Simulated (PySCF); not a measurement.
Input of a run (PBE0-D3(BJ)/def2-SVP geometry optimisation, gas phase, def2 core potentials past Kr (PySCF 2.14.0)), started from GFN2-xTB:
```
{"job": {"xc": "PBE0", "basis": "def2-SVP", "d3": "d3bj", "grid": 1, "maxiter": 30, "shake": 0.01, "kind": "geom"}, "charge": 0, "multiplicity": 1}
C     -2.613660     0.213780     0.265100
C     -1.560370    -0.525270     0.283600
O     -0.356480    -0.111440    -0.126850
Al     1.122120     0.508040    -0.709530
Sb     3.177720     0.143660     0.763650
H     -3.585790    -0.129910     0.596340
H     -2.582430     1.248540    -0.104590
H     -1.562340    -1.539040     0.640530
H      0.979570     1.126740    -2.106750
H      2.911070    -1.430450     0.126710
H      4.108690     0.469530    -0.603980
```

Output (energies in Eh, forces in Eh/bohr):
```
step   0  E = -637.25775496  max force = 0.056709
step   1  E = -637.26467643  max force = 0.007232
step   2  E = -637.26500203  max force = 0.001635
step   3  E = -637.26506459  max force = 0.001121
step   4  E = -637.26510601  max force = 0.001762
step   5  E = -637.26521000  max force = 0.002265
step   6  E = -637.26547254  max force = 0.003861
step   7  E = -637.26565462  max force = 0.006394
step   8  E = -637.26606829  max force = 0.003894
step   9  E = -637.26624506  max force = 0.002766
step  10  E = -637.26643763  max force = 0.001320
step  11  E = -637.26649673  max force = 0.001454
step  12  E = -637.26660560  max force = 0.000809
step  13  E = -637.26666519  max force = 0.001052
step  14  E = -637.26671608  max force = 0.000781
step  15  E = -637.26673276  max force = 0.000672
step  16  E = -637.26673764  max force = 0.000198
optimisation converged
```

Summarise the run.

The energy falls by 5.6 kcal/mol over 17 energy and gradient evaluations, the largest force component goes from 0.0567 to 2.0e-04 Eh/bohr, and the atoms move by 0.410 Å rms after alignment. The bond that changes most is Al4–Sb5 (ends: aluminium bonded to O, Sb and H; antimony bonded to Al and 2 H), which lengthens by 0.076 Å. Bonds longer at the end by more than 0.005 Å: 7 of 10; shorter: 1. Among the angles that change most is C2–O3–Al4, from 175.9° to 139.8°. Among the dihedrals that turn most is H9–Al4–Sb5–H10, from -102° to -132°. The energy never rose by more than 1e-6 Eh on the way. The first step brought 77 % of the lowering.

What are the final bond lengths?

C1=C2 1.336 Å, C2–O3 1.340 Å, O3–Al4 1.720 Å, Al4–Sb5 2.631 Å, C1–H6 1.091 Å, C1–H7 1.094 Å, C2–H8 1.098 Å, Al4–H9 1.588 Å, Sb5–H10 1.716 Å, Sb5–H11 1.717 Å. Numbering counts from 1 in the input's order; the species is `C=C[O][AlH][SbH2]`.

The run used 116 basis functions and 123 SCF cycles in all. Time: 2.4 min; peak memory 0.50 GiB. Hardware: one thread, Intel Xeon Platinum 8259CL at 2.50 GHz (x86_64) (shared host).

Stationary, but not proved a minimum. One conformer, not necessarily the lowest.
